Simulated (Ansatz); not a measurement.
Geometry optimisation, RKS PBE0-D4/STO-3G in Ansatz.

The input (input.yaml):

```yaml
crystal:
  periodic: [false, false, false]
  atoms:
    - { symbol: C, position_ang: [-0.1549, -0.8352, 1.3339] }
    - { symbol: C, position_ang: [0.6865, -0.2631, 0.1969] }
    - { symbol: "N", position_ang: [1.4601, -1.3672, -0.3656] }
    - { symbol: Si, position_ang: [-0.1836, 0.6306, -1.2116] }
    - { symbol: C, position_ang: [-1.3541, 1.9861, -0.5823] }
    - { symbol: S, position_ang: [-0.6693, 3.3375, 0.168] }
    - { symbol: H, position_ang: [0.4239, -1.2614, 2.1114] }
    - { symbol: H, position_ang: [-0.8842, -1.5155, 0.9497] }
    - { symbol: H, position_ang: [-0.7693, 0.0366, 1.8332] }
    - { symbol: H, position_ang: [1.3867, 0.4762, 0.6438] }
    - { symbol: H, position_ang: [2.078, -1.754, 0.4037] }
    - { symbol: H, position_ang: [0.9057, -2.1287, -0.6273] }
    - { symbol: H, position_ang: [0.6372, 1.1523, -2.2598] }
    - { symbol: H, position_ang: [-1.1448, -0.3842, -1.8616] }
    - { symbol: H, position_ang: [-2.4398, 1.8392, -0.7032] }
basis:
  gaussian: { orbitals: STO-3G }
hamiltonian:
  xc: pbe0
  dispersion: d4
relax:
  f_tol: 0.02
  max_steps: 40
scf:
  lower_state_search: "off"
output:
  orbitals: {}
```

Launched with:

```bash
$ ansatz run input.yaml --threads 1 --pin off --max-ram 2048MiB --backend cpu --events-out ev --progress --plain --runs-dir out
```

Q: Where does it end, and by what steps?

A: The forces met the threshold. The force dipped under the threshold on the way, but the program's further checks kept it going. Limits of this set-up: minimal basis. After 24 steps the energy has fallen by 1.009 eV; S6 moved furthest, 1.53 Å.

```
step  energy less start (eV)  largest force component (eV/Å)  accepted
   0                  0.0000                           4.874       yes
   1                 -0.8356                           1.273       yes
   2                 -0.7365                           2.201        no
   3                 -0.9185                           0.840       yes
   4                 -0.9514                           0.355       yes
   5                 -0.9561                           0.110       yes
   6                 -0.9572                           0.055       yes
   7                 -0.9577                           0.026       yes
   8                 -0.9579                           0.165       yes
   9                 -0.9598                           0.127       yes
  10                 -0.9611                           0.284       yes
  11                 -0.9387                           0.826        no
  12                 -0.9665                           0.070       yes
  13                 -0.9698                           0.043       yes
  14                 -0.9718                           0.344       yes
  15                 -0.9769                           0.159       yes
  16                 -0.9855                           0.039       yes
  17                 -0.9858                           0.315       yes
  18                 -0.9994                           0.104       yes
  19                 -1.0053                           0.121       yes
  20                 -1.0077                           0.095       yes
  21                 -1.0087                           0.069       yes
  22                 -1.0092                           0.007       yes
  23                 -1.0091                           0.041        no
  24                 -1.0092                           0.017       yes
```

```xyz
15
Properties=species:S:1:pos:R:3
C -0.090 -0.640 1.385
C 0.748 -0.266 0.132
N 1.519 -1.421 -0.468
Si -0.318 0.513 -1.219
C -1.305 1.978 -0.575
S -1.588 2.406 0.954
H 0.554 -1.023 2.189
H -0.833 -1.413 1.144
H -0.622 0.253 1.747
H 1.503 0.476 0.443
H 2.085 -1.814 0.335
H 0.798 -2.182 -0.607
H 0.505 0.967 -2.317
H -1.246 -0.478 -1.722
H -1.731 2.593 -1.393
```

Whether the end is a true minimum wasn't checked by a vibrational analysis.

Time of the run: 77 s on 1 thread of Arm Neoverse V2 (shared host), peak memory 0.14 GiB.
